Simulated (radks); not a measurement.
Results of a calculation; reference values are marked as such.
Q: A nucleus of charge 67.5 with 66 electrons, configuration [Xe] 4f12. Level of theory: Dirac Kohn-Sham, LDA (Slater exchange, Perdew-Wang correlation), spin-unpolarised, spherical densities, finite nucleus; open shells are shared between the two j in proportion to 2j + 1; Fermi nuclear charge, rms radius 5.2516 fm (a radial shooting solver on a logarithmic mesh with Libxc functionals). Some entries of the table are withheld. Estimate them.

| orbital | occ. | eigenvalue (Ry) | <r> (bohr) |
|---|---|---|---|
| 1s1/2 | 2 | -4138.685 | 0.02057 |
| 2s1/2 | 2 | (1) | 0.08677 |
| 2p1/2 | 2 | -661.0431 | 0.07220 |
| 2p3/2 | 4 | -595.9619 | 0.07942 |
| 3s1/2 | 2 | -155.5240 | 0.2274 |
| 3p1/2 | 2 | -141.0738 | (2) |
| 3p3/2 | 4 | -127.4466 | (3) |
| 3d3/2 | 4 | -102.5741 | 0.2033 |
| 3d5/2 | 6 | -99.59287 | 0.2076 |
| 4s1/2 | 2 | -31.01629 | 0.5138 |
| 4p1/2 | 2 | -25.25924 | 0.5231 |
| 4p3/2 | 4 | -22.18682 | 0.5548 |
| 4d3/2 | 4 | -12.68590 | 0.5846 |
| 4d5/2 | 6 | -12.12869 | 0.5959 |
| 5s1/2 | 2 | -4.31816 | 1.274 |
| 5p1/2 | 2 | (4) | 1.445 |
| 5p3/2 | 4 | (5) | 1.560 |
| 4f5/2 | 5.14286 | -0.78053 | (6) |
| 4f7/2 | 6.85714 | -0.70698 | (7) |

A: 
(1) 2s1/2 eigenvalue (Ry): -693.8948
(2) 3p1/2 <r> (bohr): 0.2170
(3) 3p3/2 <r> (bohr): 0.2306
(4) 5p1/2 eigenvalue (Ry): -2.77976
(5) 5p3/2 eigenvalue (Ry): -2.40569
(6) 4f5/2 <r> (bohr): 0.8560
(7) 4f7/2 <r> (bohr): 0.8824
